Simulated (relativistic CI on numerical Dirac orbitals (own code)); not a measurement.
What each ingredient does to the levels of Lu42+

Base calculation: Dirac-Coulomb-Breit CI, KLI orbitals optimised for each configuration, a model potential for QED, unscaled Slater integrals.

CI space (outside the closed core [Ar]): 3d10 4s, 3d10 4p, 3d10 4d, 3d10 4f, 3d10 5s, 3d10 5p, 3d10 5d, 3d10 5f, 3d10 5g, 3d10 6s, 3d10 6p, 3d10 6d, 3d9 4s2, 3d10 6f, 3d10 7s, 3d9 4s 4p, 3d10 8s, 3d9 4s 4d, 3d9 4s 4f, 3d9 4s 5s, 3d9 4s 5p, 3d9 4s 5d, 3d9 4s 5f. Double excitations out of closed p, d and f shells are left out; levels of such configurations are missing from the list, as are those of other unlisted configurations, and high levels can miss mixing partners.

Variants: (1) configuration mixing switched off. Shifts of the energy above 3d10 4s 2S_1/2, in eV, for the lowest level and the first level of each name with at least 55 % of one term (blank where a level changes its place among those of its configuration and J or its character, or is not in the variant):

```csv
Level,Base,Δ(1)
3d10 4s 2S_1/2,0.00,0.00
3d10 4p 2P°_1/2,90.22,+0.21
3d10 4p 2P°_3/2,171.48,+0.19
3d10 4d 2D_3/2,312.47,-0.06
3d10 4d 2D_5/2,329.70,-0.07
3d10 4f 2F°_5/2,480.41,-0.06
3d10 4f 2F°_7/2,484.53,-0.07
3d10 5s 2S_1/2,854.34,-0.02
3d10 5p 2P°_1/2,898.16,-0.08
3d10 5p 2P°_3/2,936.16,-0.05
3d10 5d 2D_3/2,1003.08,-0.10
3d10 5d 2D_5/2,1011.39,-0.09
3d10 5f 2F°_5/2,1078.09,-0.10
3d10 5f 2F°_7/2,1080.51,-0.09
3d10 5g 2G_7/2,1113.70,-0.08
3d10 5g 2G_9/2,1114.67,-0.08
3d10 6s 2S_1/2,1278.98,-0.03
3d10 6p 2P°_1/2,1303.34,-0.09
3d10 6p 2P°_3/2,1324.22,-0.07
3d10 6d 2D_3/2,1361.22,-0.10
3d10 6d 2D_5/2,1365.89,-0.09
3d9 4s2 2D_5/2,1381.28,+0.04
```

At this charge energies of transitions that change n are usually good to better than 1 %, and those within a shell (Δn = 0) to a few per cent.

Ionisation energy from the two ground configurations alone: base 2125.36 eV. The NIST ASD value (semi-empirical) is 2125.5 eV.

LS names give the leading component of a level, which can be under half, so a name can repeat, a term be missing and a line seem to break the LS rules.
